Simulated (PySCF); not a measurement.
Computed properties of Ti(Cl)(OH)(Me)2 (C₂H₇ClOTi), SMILES [CH3][Ti]([OH])([CH3])[Cl], multiplicity 1

Ti(Cl)(OH)(Me)2 (C2H7ClOTi), SMILES [CH3][Ti]([OH])([CH3])[Cl], multiplicity 1. Geometry: PBE0-D3(BJ)/def2-SVP. The multiplicity is an assumed one; other spin states were not compared. Other conformers were not sampled. All values are computed for the isolated molecule unless a solvent is named; none is compared with measurement here.

**Structure.** The optimised structure has Cs symmetry. All 30 harmonic modes at PBE0-D3(BJ)/def2-SVP (PySCF) are real, so it is a minimum. With heavy atoms numbered as in [Ti:1]([Cl:2])([OH:3])([CH3:5])[CH3:9], the shortest bond between them is Ti1–O3 at 1.749 Å and the longest Ti1–Cl2 at 2.205 Å.

**Vibrations.** The strongest infrared lines (harmonic, unscaled, degenerate partners summed) lie at 3965 cm⁻¹ (348 km/mol, H 94 %), 846 cm⁻¹ (192 km/mol, O 61 %, Ti 31 %), 313 cm⁻¹ (142 km/mol, H 72 %, O 25 %). The softest mode is at 77 cm⁻¹ and the zero-point energy is 52.0 kcal/mol.

**Electronic structure.** B3LYP/def2-TZVP (PySCF) places the frontier levels at -7.69 and -2.15 eV, a gap of 5.54 eV, and gives a dipole moment of 1.91 D and a mean polarisability of 80.6 bohr³. PBE/def2-TZVP (PySCF) at the same geometry gives -6.46 and -3.03 eV, so its gap is 2.11 eV narrower. An orbital gap is neither the optical nor the fundamental gap.

**Excitations.** TDDFT-B3LYP/def2-SVPD (PySCF) has S1 at 3.53 eV (352 nm, f = 0.000, dark); the most intense of the 10 singlets computed lies at 5.34 eV (f = 0.01). T1 (TDA) is at 3.21 eV. TDDFT-PBE/def2-SVPD (PySCF) puts S1 at 3.43 eV. No vertical singlet excitation falls in the visible range (under 3.1 eV).

**NMR.** GIAO shifts at KT2/pcSseg-1 (PySCF) (non-relativistic, atoms alike by connectivity averaged): ¹³C at 67.2 ppm against TMS; ¹H from 2.3 to 7.3 ppm against TMS. Without spin–orbit terms, shifts of atoms bonded to Cl or Br come out too high.
